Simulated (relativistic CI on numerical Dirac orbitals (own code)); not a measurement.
# Ru7+: 4s photoemission

Computed with this model: Dirac-Coulomb-Breit CI, orbitals from a KLI potential per configuration, a model potential for QED, valence Slater integrals scaled by 0.8, multiplet model of photoemission in the sudden approximation; configurations [Kr] 4d → [Ar] 3d10 4s 4p6 4d; 300 K; Lorentzian 2 eV and Gaussian 0.6 eV FWHM. Energies are those of the free ion, without screening or charge transfer. The energies are binding energies and can lie tens of eV above those of solids. Without intra-shell correlation the exchange splitting of an s hole comes out too large, often by half or more. S is read from ⟨S²⟩ = S(S + 1).

free ion: ground-state S = 0.50, centroid 197.77 eV. Peaks (eV, height): 197.0 (100), 200.6 (32).

Strongest unbroadened transitions for free ion:

```json
{"Energy (eV)": "196.89", "Relative strength": "89.0"}
{"Energy (eV)": "197.10", "Relative strength": "100.0"}
{"Energy (eV)": "200.76", "Relative strength": "48.3"}
```
